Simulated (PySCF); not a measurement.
CH₄OSZn, SMILES C[O][Zn][SH].

Geometry: r2SCAN-D4/def2-SVP. Other conformers were not sampled.

Two levels are set side by side: TDA-PBE/def2-SVPD (PySCF) and TDA-CAM-B3LYP/def2-SVPD (PySCF). Vertical, same geometry. The lowest singlet is HOMO→LUMO 99 % with PBE and HOMO→LUMO 95 % with the other functional; states are paired by order. Differences are taken from unrounded values.

| quantity | TDA-CAM-B3LYP |
|---|---|
| lowest singlet excitation (eV) | 5.20 |
| lowest triplet excitation (TDA) (eV) | 4.79 |
| first bright state (f over 0.05) (eV) | 5.89 |
| its oscillator strength | 0.05 |

Task: What does TDA-PBE give, and how far is it from TDA-CAM-B3LYP? (Estimate from the structure and the level; the computed values follow.)

Result: 
```csv
quantity,TDA-PBE,TDA-PBE minus TDA-CAM-B3LYP
lowest singlet excitation (eV),4.26,-0.94
lowest triplet excitation (TDA) (eV),3.98,-0.81
first bright state (f over 0.05) (eV),5.45,-0.44
its oscillator strength,0.08,0.02
```

A lower first singlet is the usual sign of a functional without exact exchange. Differences between two approximate levels are no errors against the true value.

Rough cost on one machine, each run with all the roots and properties that it gave: TDA-CAM-B3LYP against TDA-PBE about 3 times.
